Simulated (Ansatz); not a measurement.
Zn12S12 (started as a model of: (ZnS)12 cage of four- and six-membered rings). Total charge 0; singlet. Geometry PBE-D4/def2-SVP, basis def2-SVP, Ansatz.

```tsv
atom	x (Å)	y (Å)	z (Å)
S1	0.641	0.338	3.758
S2	0.758	-2.920	2.356
S3	1.847	-2.915	-1.654
S4	3.682	-0.298	1.000
S5	2.951	1.053	-2.199
S6	1.623	3.311	1.027
S7	-1.847	2.916	1.654
S8	-2.951	-1.053	2.199
S9	-1.623	-3.311	-1.027
S10	-3.682	0.298	-1.000
S11	-0.758	2.920	-2.356
S12	-0.641	-0.338	-3.758
Zn13	1.973	-0.928	2.322
Zn14	-0.796	-1.244	2.822
Zn15	0.387	-3.158	0.148
Zn16	2.837	-0.982	-1.064
Zn17	2.743	1.617	0.055
Zn18	0.197	2.080	2.404
Zn19	-0.386	3.158	-0.149
Zn20	-2.837	0.982	1.064
Zn21	-2.743	-1.617	-0.055
Zn22	-0.198	-2.080	-2.404
Zn23	0.796	1.244	-2.822
Zn24	-1.973	0.928	-2.322
```

```csv
run,HOMO (eV),LUMO (eV)
A,-7.58,-2.41
B,-6.74,-2.95
C,-6.38,-2.94
D,-10.11,-0.12
```

Single mean-field runs in def2-SVP are fitted with def2-universal-jkfit.

**Question.** The runs used HF, PBE, PBE0, r2SCAN. Estimate which is which.

**Answer.** A PBE0 (25 % exact exchange); B r2SCAN (0 % exact exchange); C PBE (0 % exact exchange); D HF (100 % exact exchange). Exact exchange lowers occupied and raises empty levels; among semilocal functionals meta-GGAs tend to open the gap a little, and such runs are hard to tell apart. The gap grows from 3.44 eV (PBE) to 9.98 eV (HF).
